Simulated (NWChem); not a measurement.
Molecule: CoHSCl, quartet; SMILES [SH][Co][Cl]

```xyz
4

Co    -0.0147    -0.0440    -0.0002
Cl    -0.0238    -2.1651    -0.0005
S     -0.0631     2.1478    -0.0002
H     -1.4172     2.1668     0.0105
```
Atoms are numbered in this order, from 1.

Level: PBE0/def2-SVP, spin-unrestricted (NWChem), optimised geometry, unscaled harmonic frequencies. The spin multiplicity was typed, not searched, and may not be the lowest.

| frequency (cm⁻¹) | IR intensity (km/mol) |
|---|---|
| 65 | 16.9 |
| 72 | 24.1 |
| 336 | 0.1 |
| 477 | 88.8 |
| 516 | 63.9 |
| 2694 | 0.9 |

| Item | Result |
|---|---|
| zero-point energy | 5.9 kcal/mol |
| thermal correction to the enthalpy at 298.15 K (with zero-point energy) | 9.8 kcal/mol |
| heat capacity Cv | 14.0 cal/(mol K) |
| entropy at 298.15 K and 1 atm (symmetry number 1, electronic part: spin degeneracy alone) | 77.8 cal/(mol K) |
| dipole moment | 1.02 D |

Rigid rotor and harmonic oscillator; modes under 100 cm⁻¹ make the entropy uncertain.
